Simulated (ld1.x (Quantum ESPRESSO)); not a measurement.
PBE ultrasoft dataset for oxygen (O), scalar-relativistic all-electron reference.

The input file (ld1.x (Quantum ESPRESSO) 7.5):

```
&input
   title='O', zed=8., rel=1, dft='PBE', iswitch=3,
   config='[He] 2s1 2p5',
   nld=2, rlderiv=1.25, eminld=-4.0, emaxld=5.0, deld=0.02
 /
 &inputp
   pseudotype=3, tm=.true., lloc=-2, rcloc=0.80,
   nlcc=.true., new_core_ps=.true.,
   which_augfun='PSQ', rmatch_augfun=0.50,
   file_pseudopw='O.UPF', file_wfcaegen='ae.wfc', file_wfcncgen='nc.wfc', file_beta='beta', file_chi='chi', file_wfcusgen='us.wfc'
 /
4
2S  1  0   1.00   0.00  0.50  0.70  0.0
2S  1  0   0.00  -1.00  0.50  0.70  0.0
2P  2  1   5.00   0.00  0.85  1.15  0.0
2P  2  1   0.00   0.65  0.85  1.15  0.0
 &test
   configts(1)='2s1 2p5'
 /
```

Command:

```bash
ld1.x < O.in > O.out
```

The program printed (shortened: banner, matrices, multipoles, cross overlaps and the repeated all-electron block are left out):

```
Program LD1 v.7.5
     --------------------------- All-electron run ----------------------------

     O
     scalar relativistic calculation

     atomic number is  8.00
     dft =PBE   lsd =0 sic =0 latt =0  beta=0.20 tr2=1.0E-14
     Exchange-correlation= PBE
                           (   1   4   3   4   0   0   0)
     mesh =1095 r(mesh) =  99.04343 a.u. xmin = -7.00 dx = 0.01250
     1 Ry =  13.60569312 eV, c = 137.03599908

     n l     nl                  e(Ry)          e(Ha)          e(eV)
     1 0     1S 1( 2.00)       -37.8824       -18.9412      -515.4167
     2 0     2S 1( 1.00)        -1.7948        -0.8974       -24.4202
     2 1     2P 1( 5.00)        -0.6947        -0.3473        -9.4515

     final scf error:  3.6E-15 reached in  24 iterations

     Etot =    -148.905334 Ry,     -74.452667 Ha,   -2025.960273 eV

     Ekin =     148.691471 Ry,      74.345736 Ha,    2023.050531 eV
     Encl =    -353.722717 Ry,    -176.861358 Ha,   -4812.642734 eV
     Eh   =      72.535470 Ry,      36.267735 Ha,     986.895347 eV
     Exc  =     -16.409558 Ry,      -8.204779 Ha,    -223.263416 eV

     normalization and overlap integrals

     s(1S/1S) =  1.000000  <r> =   0.1994  <r2> =    0.0538  r(max) =   0.1298
     s(2S/2S) =  1.000000  <r> =   1.1376  <r2> =    1.5741  r(max) =   0.8677
     s(2P/2P) =  1.000000  <r> =   1.2578  <r2> =    2.1039  r(max) =   0.8151

     ------------------------ End of All-electron run ------------------------

     --------------------- Generating US pseudopotential ---------------------

      Generating local potential from pseudized AE potential:
      Matching radius rcloc =   0.8000
      Enforcing V''(0)=0 (lloc=-2)

      Local pseudo, rcloc= 0.795 Estimated cut-off energy=    47.11 Ry

      Computing core charge for nlcc:

       r > 0.33 : true rho core
      Core charge pseudized with two Bessel functions
      Integrated core pseudo-charge :   1.42
      Wfc-us  2S rcutus= 0.702  Estimated cut-off energy=    85.70 Ry
      Wfc-us  2S rcutus= 0.702  Estimated cut-off energy=    86.77 Ry
      Wfc-us  2P rcutus= 1.157  Estimated cut-off energy=    57.52 Ry
      Wfc-us  2P rcutus= 1.157  Estimated cut-off energy=    63.15 Ry

     Q pseudized with Bessel functions
     Expected ecutrho=     950.0007 due to l1=  1   l2=  1

     ------------------- End of pseudopotential generation -------------------

     Computing logarithmic derivative in   1.25461
     Computing logarithmic derivative in   1.25461
     Computing the partial wave expansion
     R is outside the sphere for l=    0 j= 0.00
     R is outside the sphere for l=    0 j= 0.00
     R is outside the sphere for l=    1 j= 0.00
     R is outside the sphere for l=    1 j= 0.00

     ---------------------- Testing the pseudopotential ----------------------

     O
     scalar relativistic calculation

     atomic number is  8.00   valence charge is  6.00
     dft =PBE   lsd =0 sic =0 latt =0  beta=0.20 tr2=1.0E-14
     mesh =1095 r(mesh) =  99.04343 xmin = -7.00 dx = 0.01250

     n l     nl             e AE (Ry)        e PS (Ry)    De AE-PS (Ry)
     1 0     2S   1( 1.00)       -1.79485       -1.79489        0.00004
     2 1     2P   1( 5.00)       -0.69467       -0.69468        0.00001

     eps = 7.3E-17  iter =  4

     Etot =    -148.905334 Ry,     -74.452667 Ha,   -2025.960273 eV
     Etotps =   -35.530973 Ry,     -17.765487 Ha,    -483.423517 eV

     Ekin =      19.455619 Ry,       9.727810 Ha,     264.707187 eV
     Encl =     -72.306484 Ry,     -36.153242 Ha,    -983.779826 eV
     Ehrt =      27.135211 Ry,      13.567605 Ha,     369.193353 eV
     Ecxc =     -11.797079 Ry,      -5.898540 Ha,    -160.507442 eV
     (Ecc =      -4.857268 Ry,      -2.428634 Ha,     -66.086503 eV)
     Epseu=       1.981759 Ry,       0.990880 Ha,      26.963211 eV

     ---------------------- End of pseudopotential test ----------------------
```

Generation and configuration tests took about 1.2 s on one core of a shared server CPU.
